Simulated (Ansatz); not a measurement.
```yaml
crystal:
  periodic: [false, false, false]
  atoms:
    - {symbol: O, position_ang: [-1.661841, 0.580651, 0.499794]}
    - {symbol: Si, position_ang: [-0.084490, 0.211762, 0.283945]}
    - {symbol: P, position_ang: [0.158574, -1.693312, -0.937662]}
    - {symbol: S, position_ang: [0.940375, 1.582347, -0.982879]}
    - {symbol: H, position_ang: [-2.154755, 0.776633, -0.179026]}
    - {symbol: H, position_ang: [0.554773, 0.163400, 1.649620]}
    - {symbol: H, position_ang: [-0.320581, -2.519706, 0.261931]}
    - {symbol: H, position_ang: [1.534932, -1.885979, -0.594070]}
    - {symbol: H, position_ang: [1.029821, 2.594300, -0.022414]}
basis:
  gaussian: {orbitals: def2-mTZVPP}
magnetization: {spin_polarized: true, initial_magnetization: 2}
hamiltonian: {xc: {name: B97M-V}}
accuracy: high
scf: {max_iter: 3}
```

```sh
$ ansatz run in.yaml --threads 2 --pin off --events-out ev --progress --plain --max-ram 4352MiB
```

How does Ansatz answer? (Best estimate.)

The calculation gave: The program refused the input.
```
Error: invalid value for `basis.gaussian`: such a run doesn't read scf.max_iter; remove what it names
```
